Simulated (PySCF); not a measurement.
C₂H₈AlP. Atoms are numbered in the order given.

```xyz
12

Al    -0.3408     0.0848    -0.2819
C     -1.8591    -1.1474    -0.3864
H     -2.0631    -1.4341    -1.4326
H     -2.7760    -0.6534    -0.0188
H     -1.7227    -2.0711     0.1967
C     -0.2800     1.7313    -1.3412
H      0.2269     1.5405    -2.3044
H      0.2845     2.5358    -0.8429
H     -1.2856     2.1133    -1.5816
P      1.3781    -0.3347     1.2481
H      2.4258     0.1010     0.3797
H      1.5029    -1.7182     0.9135
```
Charge 0, spin multiplicity 1.

Geometry optimised at PBE0-D3(BJ)/def2-SVP. The structure was generated by enumeration; whether it is a known compound was not checked. Other conformers were not sampled.

These are TDDFT-ωB97X/def2-SVPD (PySCF 2.14.0) values and carry that method's errors.

Vertical excitations. Gas-phase values at a fixed geometry.

Give excitation energies, oscillator strengths and character. (The exact figures need the calculation; the answer reports its results.)


```
state  energy (eV)  λ (nm)      f                                                                main pairs
-----  -----------  ------  -----  ------------------------------------------------------------------------
S1            5.26     236  0.025                                                            HOMO→LUMO 88 %
S2            5.95     208  0.001                                        HOMO−1→LUMO 70 %, HOMO→LUMO+2 24 %
S3            6.02     206  0.001                                        HOMO→LUMO+2 63 %, HOMO−1→LUMO 26 %
S4            6.15     202  0.136                                                          HOMO→LUMO+1 79 %
S5            6.93     179  0.016                                                          HOMO−2→LUMO 70 %
S6            7.27     170  0.153                                                        HOMO−1→LUMO+1 85 %
S7            7.29     170  0.204   HOMO→LUMO+3 43 %, HOMO→LUMO+4 22 %, HOMO−2→LUMO 12 %, HOMO−2→LUMO+1 8 %
S8            7.73     160  0.066                                      HOMO−2→LUMO+1 53 %, HOMO→LUMO+4 16 %
S9            7.92     156  0.015                    HOMO→LUMO+5 47 %, HOMO−2→LUMO+2 21 %, HOMO→LUMO+10 7 %
S10           8.16     152  0.187  HOMO→LUMO+3 21 %, HOMO→LUMO+4 20 %, HOMO−2→LUMO+1 19 %, HOMO→LUMO+6 11 %
T1            4.68     265      0                                                            HOMO→LUMO 90 %
T2            5.52     225      0                                                          HOMO→LUMO+2 77 %
T3            5.70     218      0                                                          HOMO−1→LUMO 93 %
T4            5.88     211      0                                                          HOMO→LUMO+1 76 %
```
Triplets are in the Tamm–Dancoff approximation, which puts them higher than full response would, so one can lie above its singlet here.
